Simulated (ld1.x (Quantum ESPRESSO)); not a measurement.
**Hf: one change to a TM potential, before and after**

ld1.x (Quantum ESPRESSO) 7.5 input, shortened:

```
&input
   title='Hf', zed=72., rel=1, dft='PBE', iswitch=3,
   config='[Xe] 4f14 5d2 6s2 6p0'
 /
 &inputp
   pseudotype=2, tm=.true., lloc=2,
   nlcc=.false.
 /
3
6S  1  0   2.00   0.00  2.55  2.55  0.0
5P  2  1   6.00   0.00  1.85  1.85  0.0
5D  3  2   2.00   0.00  2.30  2.30  0.0
 &test
   configts(1)='5p6 5d2 6s2 6p0'
 /
```

Change: wave 6s (bound): rc 2.55 bohr becomes 6s (bound): rc 1.88 bohr.

Cutoffs: the cutoffs (Ry, on a coarse ladder) from which the occupation-weighted sum of valence levels, in a spherical-Bessel basis at the reference potential, stays within 10 and 1 mRy of its value at 400 Ry; they do not see the model core or the augmentation charge, which bear on the density cutoff. Errors are all-electron minus pseudo energies relative to the spin-unpolarised reference configuration.

Q: Predict the effect on cutoff, ghosts and configuration errors.

A: The potential gets harder (35 Ry and 45 Ry → 55 Ry and 90 Ry); both files keep a bound ghost (p, s); of the 7 tests that both files solve, the error grows in 6 and shrinks in 0 by more than 15 % and 0.3 meV (median size 13.7 → 120.9 meV). A smaller radius makes the pseudo-wave follow the all-electron one further in, where it bends more sharply, so more plane waves are needed. That the errors move this way runs against the usual rule that smaller radii transfer better.

| quantity | base | changed |
| --- | --- | --- |
| cutoff, loose | 35 Ry | 55 Ry |
| cutoff, tight | 45 Ry | 90 Ry |
| loose cutoff by channel (10 mRy a level) | s 6 Ry, p 18 Ry, d 18 Ry | s 45 Ry, p 18 Ry, d 18 Ry |
| bound ghosts | s, p | s, p |
| error for 5p6 5d2 6s1 6p0, meV [ΔE 7.98 eV] | -1.9 | +15 |
| error for 5p6 5d2 6s0 6p0, meV [ΔE 22.16 eV] | +14 | +121 |
| error for 5p6 5d1 6s0 6p0, meV [ΔE 43.95 eV] | +96 | +162 |
| error for 5p6 5d3 6s1 6p0, meV [ΔE 2.59 eV] | -13 | +17 |
| error for 5p6 5d2 6s1 6p1, meV [ΔE 3.83 eV] | +1635 | +1682 |
| error for 5p6 5d1 6s2 6p0, meV [ΔE 6.50 eV] | -3.6 | -24 |
| error for 5p5 5d2 6s2 6p0, meV [ΔE 41.02 eV] | -152 | -222 |

Base: These tests converged, but a pseudo level misses the all-electron one widely, so the file describes the atom poorly there or has found another state: 5p6 5d2 6s0 6p0: empty 6p by 3.6 eV; 5p6 5d1 6s0 6p0: empty 6p by 5.8 eV (a node warning on the way); 5p6 5d2 6s1 6p1: 5d by 1.2 eV; 5p6 5d1 6s2 6p0: empty 6p by 2.1 eV; 5p5 5d2 6s2 6p0: empty 6p by 2.1 eV. Changed file: These tests converged, but a pseudo level misses the all-electron one widely, so the file describes the atom poorly there or has found another state: 5p6 5d2 6s0 6p0: empty 6p by 3.6 eV; 5p6 5d1 6s0 6p0: empty 6p by 5.8 eV (a node warning on the way); 5p6 5d2 6s1 6p1: 5d by 1.2 eV (a node warning on the way); 5p6 5d1 6s2 6p0: empty 6p by 2.1 eV; 5p5 5d2 6s2 6p0: empty 6p by 2.1 eV. A true bound ghost makes a file unfit for plane-wave use even where its test errors are small: the radial tests pick states by their node count and pass the ghost by.
